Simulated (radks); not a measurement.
Results of a calculation; reference values are marked as such.
Q: Ionisation of neutral bromine, [Ar] 3d10 4s2 4p5, to Br+, [Ar] 3d10 4s2 4p4, under several functionals. Scalar-relativistic Kohn-Sham, spin-polarised, spherical densities, point nucleus; open shells are filled with parallel spins first; a radial shooting solver on a logarithmic mesh with Libxc functionals. The NIST Atomic Spectra Database gives 11.814 eV (measured). Rank these functionals by the error of their Delta-SCF ionisation energy: Wu-Cohen GGA; PW91; revPBE; LDA (Slater exchange, Perdew-Zunger correlation); exchange-only B88; BLYP; XLYP; exchange-only LDA.

A: From best to worst: XLYP 11.802 eV (-0.012); revPBE 11.789 eV (-0.025); BLYP 11.774 eV (-0.039); Wu-Cohen GGA 11.888 eV (+0.074); PW91 11.922 eV (+0.108); LDA (Slater exchange, Perdew-Zunger correlation) 12.150 eV (+0.336); exchange-only B88 10.768 eV (-1.045); exchange-only LDA 10.640 eV (-1.174). Open shells are spherical and high-spin; term and fine-structure splittings are not resolved.
